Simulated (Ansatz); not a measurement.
Saddle search on TiH3Cl3O, singlet by partitioned rational-function steps on PBE0-D4/def2-TZVP gradients (Ansatz 0.2.0), from this start:

| atom | x (Å) | y (Å) | z (Å) |
| --- | --- | --- | --- |
| Ti1 | -0.2489 | 0.2062 | -0.4809 |
| O2 | 0.1027 | -0.0438 | 1.4525 |
| Cl3 | 0.5497 | -0.1299 | -2.4937 |
| Cl4 | -1.8492 | -1.2838 | -0.4414 |
| Cl5 | -0.9757 | 2.2349 | -0.5161 |
| H6 | 1.1393 | -0.1401 | 0.7638 |
| H7 | 1.5553 | 0.0006 | -0.1298 |
| H8 | -0.2731 | -0.8442 | 1.8456 |

| step | energy less the last (meV) | largest force (eV/Å) | curvature followed (eV/Å²) |
| --- | --- | --- | --- |
| 1 | 5.6 | 0.291 | -12.39 |
| 2 | 0.9 | 0.143 | -11.67 |
| 3 | 1.2 | 0.098 | -10.34 |
| 4 | 0.6 | 0.056 | -10.58 |
| 5 | 3.6 | 0.134 | -10.59 |
| 6 | 0.9 | 0.093 | -10.59 |
| 7 | 0.1 | 0.041 | -10.60 |
| 8 | 0.0 | 0.025 | -10.61 |
| 9 | 0.0 | 0.005 | -10.63 |

The search ended at:

Ti1  (-0.260, 0.205, -0.491)
O2  (0.098, -0.104, 1.452)
Cl3  (0.551, -0.224, -2.484)
Cl4  (-1.916, -1.245, -0.443)
Cl5  (-0.929, 2.257, -0.537)
H6  (1.129, -0.088, 0.785)
H7  (1.546, 0.136, -0.104)
H8  (-0.218, -0.936, 1.822)
(Å)
